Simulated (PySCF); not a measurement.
A series of related molecules.

All values: B3LYP/def2-SVPD (PySCF) at GFN2-xTB geometries, gas phase, one conformer each. Core orbitals are frozen in the response; Δα² is half the sum of the squared differences of the principal polarisabilities.

Question: Rank by HOMO energy, highest first.
A. `C(C#N)[Si@H](C)[SiH3]`
B. `N#CCC([SiH3])[SiH3]`
C. `N#CCO[SiH]([SiH3])[SiH3]`

Answer: C (-8.04 eV), A (-8.33 eV), B (-8.60 eV).

Question: Rank by polarisability anisotropy Δα, highest first.
A. `[N:1]#[C:2][CH2:3][CH:4]([SiH3:5])[SiH3:6]` with C2–C3–C4–Si5 -167°
B. `[CH3:1][Si@H:2]([SiH3:3])[CH2:4][C:5]#[N:6]` with C1–Si2–C4–C5 63°
C. `[N:1]#[C:2][CH2:3][SiH:4]([SiH3:5])[SiH3:6]` with C2–C3–Si4–Si5 -65°

Answer: A (4.25 Å³), C (2.94 Å³), B (1.87 Å³).

All values together:

| SMILES | change | formula | μ (D) | HOMO (eV) | LUMO (eV) | α (Å³) | Δα (Å³) | electrons | α per electron (Å³) |
| --- | --- | --- | --- | --- | --- | --- | --- | --- | --- |
| N#CC[SiH]([SiH3])[SiH3] | parent | C2H9NSi3 | 3.79 | -8.35 | -1.07 | 17.02 | 2.94 | 70 | 0.243 |
| C[Si@H]([SiH3])CC#N | Si replaced by C | C3H9NSi2 | 3.82 | -8.33 | -0.48 | 14.20 | 1.87 | 62 | 0.229 |
| N#CCO[SiH]([SiH3])[SiH3] | O inserted into a C-Si bond | C2H9NOSi3 | 3.92 | -8.04 | -1.48 | 17.67 | 4.24 | 78 | 0.226 |
| N#CCC([SiH3])[SiH3] | Si replaced by C | C3H9NSi2 | 3.57 | -8.60 | -0.47 | 13.78 | 4.25 | 62 | 0.222 |

Conformers: `[N:1]#[C:2][CH2:3][SiH:4]([SiH3:5])[SiH3:6]` with C2–C3–Si4–Si5 -65°; `[CH3:1][Si@H:2]([SiH3:3])[CH2:4][C:5]#[N:6]` with C1–Si2–C4–C5 63°; `[N:1]#[C:2][CH2:3][O:4][SiH:5]([SiH3:6])[SiH3:7]` with C2–C3–O4–Si5 164°, C3–O4–Si5–Si6 179°; `[N:1]#[C:2][CH2:3][CH:4]([SiH3:5])[SiH3:6]` with C2–C3–C4–Si5 -167°.

Give the shifts from the parent, `N#CC[SiH]([SiH3])[SiH3]`.

```
                  SMILES  change in μ (D)  change in HOMO (eV)  change in LUMO (eV)  change in mean α (Å³)
     C[Si@H]([SiH3])CC#N            +0.03                +0.02                +0.59                  -2.82
N#CCO[SiH]([SiH3])[SiH3]            +0.13                +0.31                -0.41                  +0.65
     N#CCC([SiH3])[SiH3]            -0.22                -0.25                +0.60                  -3.24
```
